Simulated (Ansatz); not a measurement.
C$_{4}$HIO$_{3}$, SMILES `O=C1C=C(I)C(=O)O1`, 9 atoms. The species carries charge 0 and has multiplicity 1. Correlated methods include outer-core shells of I, which these sets cover unevenly. I: def2 effective core potential. All runs use 3 threads of an AMD EPYC 7R13 on a shared host and a share of an NVIDIA H100 80 GB. Correlated methods freeze the cores. Open-shell runs search over several starts.

Problem. How many basis functions does each run have, and how long does it take in Ansatz? RKS ωB97M-V/def2-TZVPP energy and forces; RKS ωB97M-V/def2-QZVPP energy; UKS PBE-D4/def2-TZVPP energy of the cation; RKS r2SCAN0-D4/def2-TZVPP energy; UKS B3LYP-D4/def2-TZVPP energy of the cation; RHF-CCSD(T)/def2-SVP energy; UHF-MP2/def2-QZVPP energy of the cation; UKS B2PLYP (frozen core)/def2-TZVPP energy of the cation; RKS BHLYP-D4/def2-TZVPP energy; UKS ωB97X-V/def2-TZVPP energy of the cation; UKS PBE0-D4/def2-TZVPP energy of the cation; RHF-CCSD(T)/def2-TZVPP energy. (An estimate is asked.)

Solution. Computed: Other jobs shared the machine, so times are rough.

```tsv
level	job	functions	wall time	peak host memory (GiB)
RKS BHLYP-D4/def2-TZVPP	energy	281	1.9 s	0.85
RHF-CCSD(T)/def2-SVP	energy	129	2.2 s	0.83
RKS r2SCAN0-D4/def2-TZVPP	energy	281	2.6 s	0.87
RKS ωB97M-V/def2-TZVPP	energy and forces	281	3.4 s	0.96
RKS ωB97M-V/def2-QZVPP	energy	511	7.5 s	1.2
UKS B2PLYP (frozen core)/def2-TZVPP	energy of the cation	281	17 s	1.4
RHF-CCSD(T)/def2-TZVPP	energy	281	18 s	1.3
UHF-MP2/def2-QZVPP	energy of the cation	511	22 s	1.2
UKS PBE0-D4/def2-TZVPP	energy of the cation	281	23 s	0.93
UKS PBE-D4/def2-TZVPP	energy of the cation	281	26 s	0.9
UKS ωB97X-V/def2-TZVPP	energy of the cation	281	28 s	1.1
UKS B3LYP-D4/def2-TZVPP	energy of the cation	281	35 s	0.93
```

B3LYP here is the variant with VWN-RPA as its local correlation; programs differ in this.
